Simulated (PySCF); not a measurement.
CCl3, SMILES [C+](Cl)(Cl)Cl, charge +1. Coordinates come from a r2SCAN-D4/def2-SVP optimisation.

Question: Give the equilibrium geometry at r2SCAN-D4/def2-SVP (PySCF confirms it by a frequency run) as Cartesian coordinates in Å, and its point group. (An estimate is asked for; the answer gives what the named calculation found.)

Answer: point group D3h.
```xyz
4

C      0.0000     0.0000     0.0000
Cl     1.6556     0.0000     0.0000
Cl    -0.8278     1.4338     0.0000
Cl    -0.8278    -1.4338     0.0000
```
Charge +1, spin multiplicity 1.
